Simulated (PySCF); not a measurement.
# Radial density of Cr⁺ (chromium, charge +1)

UHF, [Ar] 3d5, high-spin 6S determinant. All numbers are calculated (PySCF 2.14, the spin-free X2C one-electron Hamiltonian (Gaussian nucleus), in aug-cc-pVDZ-DK (7s6p4d2f, 59 functions)).

```json
{"r (bohr)": "0.000867", "4πr²ρ (e/bohr)": "0.1251", "4πr²(ρα − ρβ)": "0.0000"}
{"r (bohr)": "0.00146", "4πr²ρ (e/bohr)": "0.3201", "4πr²(ρα − ρβ)": "0.0000"}
{"r (bohr)": "0.00245", "4πr²ρ (e/bohr)": "0.8052", "4πr²(ρα − ρβ)": "0.0000"}
{"r (bohr)": "0.00413", "4πr²ρ (e/bohr)": "1.971", "4πr²(ρα − ρβ)": "-0.0001"}
{"r (bohr)": "0.00694", "4πr²ρ (e/bohr)": "4.608", "4πr²(ρα − ρβ)": "-0.0002"}
{"r (bohr)": "0.0117", "4πr²ρ (e/bohr)": "9.926", "4πr²(ρα − ρβ)": "-0.0005"}
{"r (bohr)": "0.0196", "4πr²ρ (e/bohr)": "18.52", "4πr²(ρα − ρβ)": "-0.0009"}
{"r (bohr)": "0.0330", "4πr²ρ (e/bohr)": "27.13", "4πr²(ρα − ρβ)": "-0.0010"}
{"r (bohr)": "0.0556", "4πr²ρ (e/bohr)": "27.52", "4πr²(ρα − ρβ)": "0.0000"}
{"r (bohr)": "0.0935", "4πr²ρ (e/bohr)": "21.87", "4πr²(ρα − ρβ)": "0.0074"}
{"r (bohr)": "0.157", "4πr²ρ (e/bohr)": "28.28", "4πr²(ρα − ρβ)": "0.0702"}
{"r (bohr)": "0.264", "4πr²ρ (e/bohr)": "27.52", "4πr²(ρα − ρβ)": "0.4742"}
{"r (bohr)": "0.445", "4πr²ρ (e/bohr)": "10.93", "4πr²(ρα − ρβ)": "1.8187"}
{"r (bohr)": "0.748", "4πr²ρ (e/bohr)": "13.47", "4πr²(ρα − ρβ)": "3.4327"}
{"r (bohr)": "1.26", "4πr²ρ (e/bohr)": "7.452", "4πr²(ρα − ρβ)": "2.8441"}
{"r (bohr)": "2.12", "4πr²ρ (e/bohr)": "1.313", "4πr²(ρα − ρβ)": "0.9970"}
{"r (bohr)": "3.56", "4πr²ρ (e/bohr)": "0.1205", "4πr²(ρα − ρβ)": "0.1179"}
{"r (bohr)": "5.99", "4πr²ρ (e/bohr)": "0.002040", "4πr²(ρα − ρβ)": "0.0020"}
```

Densities and radii are taken from the X2C orbitals without a picture-change correction, which distorts them close to the nucleus.
